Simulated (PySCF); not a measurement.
Working out the ionisation energy of Ca(2+)

Ca(2+) [Ar] (1S) → Ca(3+) [Ne] 3s2 3p5 (2P). Calculation: PySCF 2.14, in pcseg-2 (6s4p3d, 33 functions); no relativity, point nucleus. Frozen: [Ne] 3s2. Energies in hartree (1 hartree = 27.21139 eV):

| part | Ca(2+) (lower) | Ca(3+) (upper) |
| --- | --- | --- |
| UHF | -676.139873 | -674.313594 |
| CCSD correlation | -0.146708 | -0.104215 |
| (T) | -0.000866 | -0.000317 |

**Question.** What does Hartree-Fock give?

**Answer.** (-674.313594) − (-676.139873) = 1.826279 hartree = 49.696 eV.

**Question.** What do CCSD and CCSD(T) give?

**Answer.** The CCSD correlation energies differ by 0.042493 hartree = 1.156 eV and the triples by 0.000549 hartree = 0.015 eV, so CCSD gives 50.852 eV and CCSD(T) 50.867 eV.

Reference: 50.913 eV (measured; NIST Atomic Spectra Database, ionization energies), between the lowest levels; spin-orbit coupling is absent from the calculation.

The calculation is non-relativistic.

What remains against the reference includes basis incompleteness, the frozen core and higher excitations.
